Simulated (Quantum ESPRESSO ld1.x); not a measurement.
Results of a calculation; reference values are marked as such.
Question: These are the eigenvalues of the occupied orbitals of an atom or ion with whole-number occupations (Ry). Level of theory: Dirac Kohn-Sham, PBE, spin-unpolarised, spherical densities, point nucleus (ld1.x of Quantum ESPRESSO 7.5).

| orbital | eigenvalue |
|---|---|
| 1s1/2 | -6609.3248 |
| 2s1/2 | -1298.6827 |
| 2p1/2 | -1252.7168 |
| 2p3/2 | -1091.7267 |
| 3s1/2 | -416.8793 |
| 3p1/2 | -396.5728 |
| 3p3/2 | -359.8030 |
| 3d3/2 | -327.0845 |
| 3d5/2 | -319.2212 |
| 4s1/2 | -186.6569 |
| 4p1/2 | -177.7836 |
| 4p3/2 | -166.2973 |
| 4d3/2 | -152.2637 |

Which element is it, and in what charge state? The configuration may be excited. Open shells, if any, fill j = l - 1/2 first.

Answer: Z = 82, lead, charge +42: Pb42+ in [Kr] 4d4. The list shows which subshells hold electrons but not how many an open one holds; the 1s level, -3304.7 hartree, gives Z - s = 81.3 by -(Z - s)^2/2, which with screening and relativity narrows Z to a few neighbours, and the depths of the outer levels then fix element, charge and occupations together.
